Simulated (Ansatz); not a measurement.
GeH₄ + `[SiH3]`• → `[GeH3]`• + SiH₄ at 298.15 K and 1 bar (hydrogen abstraction from a Ge–H bond).

Program: Ansatz. Geometries: PBE0-D4/def2-TZVP. ΔE: electronic, gas phase. CCSD(T)/CBS adds triple-zeta CCSD(T) − MP2 to the extrapolated MP2 energy (def2 sets, frozen cores). This one scheme is used for every species. No spin–orbit coupling; open shells (•) take unrestricted orbitals. For Ge outer-core shells are correlated without core-valence functions, which leaves a few kJ/mol of doubt a bond. Scalar relativity is left out up to krypton.

| species | CCSD(T)/CBS energy (Eh) | H − E (kJ/mol) | S (J/(mol·K)) |
| --- | --- | --- | --- |
| GeH₄ | -2078.49493 | 88.5 | 217.3 |
| `[SiH3]`• | -290.80808 | 66.0 | 217.1 |
| `[GeH3]`• | -2077.84911 | 63.3 | 229.7 |
| SiH₄ | -291.46306 | 92.1 | 204.8 |

H − E and S are ideal-gas, rigid-rotor, harmonic terms from PBE0-D4/def2-TZVP, with the whole ground term of open shells counted as degenerate. 1 Eh = 2625.50 kJ/mol, R = 8.31446 J/(mol·K).

By hand: ΔE, ΔH, ΔS and ΔG.

ΔE = (-2077.84911) + (-291.46306) − (-2078.49493) − (-290.80808) = -0.00916 Eh = -24.0 kJ/mol. Δ(H − E) = 63.3 + 92.1 − 88.5 − 66.0 = 0.9, so ΔH = -23.1 kJ/mol. ΔS = 229.7 + 204.8 − 217.3 − 217.1 = 0.1 J/(mol·K). ΔG = -23.1 − 298.15 × (0.1)/1000 = -23.1 kJ/mol.

By hand: the equilibrium constant, and the temperature at which ΔG would vanish if ΔH and ΔS stayed fixed.

log₁₀ K = −ΔG/(RT ln 10) = 4.0. ΔH and −TΔS have one sign here, so there is no such temperature.

The number of gas molecules stays the same, so ΔS is small and ΔH decides. A doubt of 5 kJ/mol in ΔE shifts log₁₀ K by 0.9 here. These are equilibria of isolated gas molecules and say nothing of rates. Largest T1 diagnostic: 0.015 (customary marks: 0.02 for closed shells, 0.045 for open ones).

ΔS is within the doubt of such terms, so its sign, and with it that verdict, could turn.
